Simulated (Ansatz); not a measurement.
CH$_{4}$Cl$_{2}$Ge, SMILES `[CH3][GeH]([Cl])[Cl]`. Total charge 0; spin multiplicity 1.

```json
{"atom": "C1", "x (Å)": "1.0245", "y (Å)": "0.1704", "z (Å)": "-0.3440"}
{"atom": "Ge2", "x (Å)": "-0.7564", "y (Å)": "-0.2979", "z (Å)": "0.2363"}
{"atom": "Cl3", "x (Å)": "-2.1817", "y (Å)": "0.7299", "z (Å)": "-1.0005"}
{"atom": "Cl4", "x (Å)": "-1.0345", "y (Å)": "0.3977", "z (Å)": "2.2503"}
{"atom": "H5", "x (Å)": "1.7587", "y (Å)": "-0.3185", "z (Å)": "0.2971"}
{"atom": "H6", "x (Å)": "1.1688", "y (Å)": "-0.1486", "z (Å)": "-1.3768"}
{"atom": "H7", "x (Å)": "1.1477", "y (Å)": "1.2511", "z (Å)": "-0.2777"}
{"atom": "H8", "x (Å)": "-1.1271", "y (Å)": "-1.7841", "z (Å)": "0.2153"}
```

(1) What are the harmonic wavenumbers in cm⁻¹ at PBE0-D4/def2-TZVP (Ansatz, finite differences of forces, unscaled)? (An estimate is asked.)

(2) Is this a minimum?

(3) Give the ideal-gas thermochemistry at 298.15 K and 1 bar (rigid rotor, harmonic oscillator; point group Cs, symmetry number 1).

(4) And at 400, 500, 600, 800 and 1000 K?

## Answers

(1) Ansatz gave: 127, 144, 160, 182, 417, 431, 625, 659, 704, 823, 857, 1267, 1444, 1448, 2183, 3070, 3167, 3174.

(2) Yes, all 18 modes are real.

(3) Zero-point energy 124.9 kJ/mol; H(298) − E = 144.5 kJ/mol; entropy 346.1 J/(mol·K), of which translation 172.1, rotation 116.0, vibration 57.9; G(298) − E = 41.3 kJ/mol.

(4) 
| T (K) | H − E (kJ/mol) | S (J/mol/K) | G − E (kJ/mol) |
| --- | --- | --- | --- |
| 400 | 154.8 | 375.9 | 4.5 |
| 500 | 166.1 | 401.1 | -34.4 |
| 600 | 178.4 | 423.4 | -75.7 |
| 800 | 205.0 | 461.6 | -164.3 |
| 1000 | 233.7 | 493.6 | -259.9 |
